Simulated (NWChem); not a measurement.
A series in which one site is exchanged, each optimised at PBE0/def2-SVP with NWChem, gas phase unless a solvent is named. All stand in one matching conformer (torsions within 35°), which need not be the lowest. Some are not confirmed as minima by frequencies. def2 effective core potentials on In; no spin-orbit coupling.

A: [SH][In]([SH])[SH] (InH$_{3}$S$_{3}$; site = In)
B: [SH][Al]([SH])[SH] (AlH$_{3}$S$_{3}$; site = Al)
C: [Ga]([SH])([SH])[SH] (GaH3S3; site = Ga)
D: SB(S)S (BH$_{3}$S$_{3}$; site = B)

```
quantity                                                 A     B    C     D
----------------------------------------------------  ----  ----  ---  ----
dipole (D), PBE0/def2-SVP                             1.74  1.87  [?]  1.91
orbital gap (eV), PBE0/def2-SVP                       5.71  7.02  [?]  7.01
lowest singlet excitation, B3LYP/def2-SVPD, TDA (eV)  4.07  5.35  [?]  5.31
```

Task: What belongs in the gaps?

Result: 
- dipole (D), PBE0/def2-SVP, C: 1.86
- orbital gap (eV), PBE0/def2-SVP, C: 6.79
- lowest singlet excitation, B3LYP/def2-SVPD, TDA (eV), C: 4.94
